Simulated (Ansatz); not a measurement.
Relaxation of CH10ClNSi3 (16 atoms, charge 0, multiplicity 1), to a largest force component of 0.015 eV/Å in at most 40 steps.

Method: Ansatz, RKS revPBE-D4/6-31G.

```xyz
16
Properties=species:S:1:pos:R:3:forces:R:3
C -2.105 -1.155 -0.377 -2.23 3.63 -0.63
Si -1.071 -0.942 1.095 0.17 0.22 1.41
Si 1.109 -0.922 0.444 0.32 -2.72 0.66
Cl 1.596 0.731 -0.695 0.53 2.29 -1.46
Si 2.402 -0.958 2.352 -0.16 1.16 -0.55
N 2.371 -2.440 3.245 0.04 -1.32 1.24
H -1.993 -0.274 -1.081 0.17 -0.73 0.41
H -3.170 -1.113 -0.105 -0.23 -0.18 0.09
H -1.940 -2.019 -0.892 0.67 -2.86 -1.72
H -1.403 0.322 1.835 0.01 0.23 0.08
H -1.337 -2.066 2.052 0.16 -0.27 0.25
H 1.444 -2.126 -0.469 -0.17 0.29 0.36
H 3.796 -0.720 2.109 1.47 0.43 -0.45
H 1.910 0.038 3.325 -0.35 1.13 0.17
H 1.510 -2.494 3.774 -0.64 -0.76 0.26
H 3.139 -2.466 3.922 0.25 -0.55 -0.14
```

Q: Where does it end, and by what steps?

A: The forces met the threshold. The force dipped under the threshold on the way, but the program's further checks kept it going. Limits of this set-up: no polarisation functions. After 31 steps the energy has fallen by 1.249 eV; H15 moved furthest, 0.98 Å.

```tsv
step	energy less start (eV)	largest force component (eV/Å)	accepted
0	0.0000	3.627	yes
2	-1.1302	1.142	yes
4	-1.2181	0.421	yes
6	-1.2339	0.038	yes
8	-1.2326	0.442	no
10	-1.2389	0.127	yes
12	-1.2404	0.049	yes
14	-1.2415	0.068	yes
16	-1.2424	0.068	yes
18	-1.2436	0.077	yes
20	-1.2444	0.077	yes
22	-1.2451	0.121	yes
24	-1.2469	0.103	yes
26	-1.2479	0.007	yes
28	-1.2483	0.016	yes
30	-1.2408	0.209	no
31	-1.2485	0.007	yes
```

```xyz
16
Properties=species:S:1:pos:R:3
C -2.216 -0.948 -0.466
Si -1.112 -1.305 1.074
Si 1.189 -1.121 0.515
Cl 1.374 0.663 -0.839
Si 2.588 -0.780 2.415
N 2.261 -2.059 3.615
H -1.951 0.031 -0.895
H -3.282 -0.939 -0.181
H -2.061 -1.721 -1.236
H -1.399 -0.321 2.193
H -1.357 -2.702 1.618
H 1.638 -2.301 -0.334
H 4.049 -0.743 2.001
H 2.193 0.528 3.063
H 1.766 -1.866 4.480
H 2.576 -3.018 3.510
```

Whether the end is a true minimum wasn't checked by a vibrational analysis.

Time of the run: 2.4 min on 1 thread of Intel(R) Xeon(R) 6975P-C (Granite Rapids) (shared host), peak memory 0.18 GiB.
